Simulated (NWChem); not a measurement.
System: CH5FSi; SMILES C[SiH2]F

```xyz
8

Si     0.4665     0.1359    -0.0001
C     -0.4643    -1.4761    -0.0006
F     -0.5991     1.3695    -0.0001
H      1.3119     0.2749     1.2203
H      1.3123     0.2752    -1.2201
H     -1.1043    -1.5620    -0.8920
H      0.2395    -2.3240    -0.0020
H     -1.1028    -1.5636     0.8917
```
Atoms are numbered in this order, from 1.

All runs: NWChem. Geometry optimised at PBE0/def2-SVP; all other runs use it. 

| quantity | level | value |
|---|---|---|
| isotropic polarisability (bohr³), static | B3LYP/def2-SVPD | 40.4 |
| vertical, lowest state with f > 0.02, singlet (eV) | B3LYP/def2-SVPD, TDA | 8.46 |
| −ε(HOMO) (eV) | PBE/def2-SVP | ___ |
| dipole in solution (D) in n-hexane | PBE0/def2-SVP, SMD | 2.00 |
| dipole (D) | PBE0/def2-SVP | ___ |
| highest harmonic frequency (cm⁻¹) | PBE0/def2-SVP | ___ |

Fill in the missing entries.


- −ε(HOMO) (eV), value: 7.70
- dipole (D), value: 1.83
- highest harmonic frequency (cm⁻¹), value: 3173
